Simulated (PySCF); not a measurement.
# Reading the logs of faulty runs: AlBH4NSi cation

All numbers below are calculated, not measured. The program is PySCF 2.14.0, an open-source quantum chemistry code, run on an isolated molecule that a program drew, which may never have been made. The molecule is AlBH4NSi cation (charge +1, singlet), drawn as the SMILES string `[AlH+][N]=B[SiH3]`.

Each row is a Hartree-Fock (HF) and frozen-core CCSD(T) single point in the cc-pV(D+d)Z basis, meant for a local HF minimum. Run 1 is clean. Each other run has one planted mistake out of seven kinds, and not every kind appears here: one electron removed, one electron added, multiplicity raised by two, geometry at a saddle point, minimal basis STO-3G, one bond length entered in bohr, all coordinates scaled. The reference is restricted for singlets and unrestricted otherwise, and also for a bond in bohr. Adding or removing an electron swaps singlet and doublet. Electrons count all cores. HOMO and LUMO are orbital energies over both spins, the gradient is its largest component, and the lowest frequency (negative if imaginary) is given only where the gradient is small. Bond lengths are over the 7 bonds as drawn. T1 is the CCSD diagnostic: over 0.02 (restricted) or 0.045 (unrestricted) a single reference is doubtful.

Geometry of the clean run:
```xyz
8
AlBH4NSi cation, angstrom
Al   -1.6876   -1.5840   -1.7074
N    -0.7927   -0.5761   -0.7109
B    -0.1110    0.1922    0.0486
Si    0.9782    1.4215    1.2629
H    -2.5082   -2.5078   -2.6210
H     1.6305    2.3982    0.3756
H     0.0130    2.0473    2.1813
H     1.9437    0.5564    1.9598
```

```
run  electrons  basis functions  <S^2>  HOMO (eV)  LUMO (eV)  gradient (hartree/bohr)  lowest frequency (cm^-1)  mean bond (Å)  longest bond (Å)      T1  HF (hartree)  CCSD(T) (hartree)                     mistake
  1         42               94  0.000     -16.75      -3.67                  1.9e-05                        88         1.5641             2.043  0.0162    -612.11970         -612.54622                    no fault
  2         42               94  0.000     -17.20      -3.62                  4.4e-02                         -         1.4937             1.951  0.0149    -612.09986         -612.52005      all coordinates scaled
  3         42               94  2.077     -10.37      -7.31                  3.2e-02                         -         1.5641             2.043  0.0319    -611.89871         -612.31854  multiplicity raised by two
  4         42               32  0.000     -14.33       1.36                  2.8e-02                         -         1.5641             2.043  0.0181    -604.96319         -605.18511        minimal basis STO-3G
  5         41               94  0.817     -22.44     -13.89                  7.0e-02                         -         1.5641             2.043  0.0269    -611.54708         -611.95772        one electron removed
  6         43               94  0.805      -4.71       1.32                  4.2e-02                         -         1.5641             2.043  0.0234    -612.27265         -612.72091                           ?
```

**Which mistake was planted in run 6, and what did it cost?**

It counts 43 electrons, one more than the clean run, at the same geometry and basis. So the mistake is: one electron added. Subtracting run 1 and multiplying by 627.51 kcal/mol a hartree, the energy moved by -96.0 kcal/mol in HF and -109.6 kcal/mol in CCSD(T).

